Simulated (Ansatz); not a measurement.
Mulliken charges of `[CH3][Sb]1[CH2][GaH]1` from ωB97M-V/def2-TZVPP in Ansatz (PBE0-D4/def2-TZVP geometry).

| atom | x (Å) | y (Å) | z (Å) | charge (e) |
| --- | --- | --- | --- | --- |
| C1 | 0.522 | 1.650 | -0.223 | -0.576 |
| Sb2 | 0.982 | 0.067 | 1.211 | 0.239 |
| C3 | -0.909 | -1.069 | 0.742 | -0.562 |
| Ga4 | 0.393 | -1.684 | -0.566 | 0.169 |
| H5 | -0.032 | 2.428 | 0.303 | 0.150 |
| H6 | -0.084 | 1.295 | -1.058 | 0.112 |
| H7 | 1.452 | 2.066 | -0.609 | 0.150 |
| H8 | -1.761 | -0.444 | 0.483 | 0.134 |
| H9 | -1.154 | -1.754 | 1.554 | 0.139 |
| H10 | 0.592 | -2.555 | -1.836 | 0.045 |

**Question.** By hand: the dipole of these point charges (1 e Å = 4.8032 D).

**Answer.** Σ q r = (0.345, -0.217, -0.061) e Å, of length 0.412 e Å = 1.98 D.

**Question.** How does the dipole of the full density compare? (An estimate is asked.)

**Answer.** The calculation gave: (-0.063, -0.066, -0.174) e Å, 0.94 D; the point charges give 2.11 times that, at 88° from its direction.

Point charges leave out the atoms' own dipoles, such as those of lone pairs, and Mulliken's split depends on the basis, so the two needn't agree.
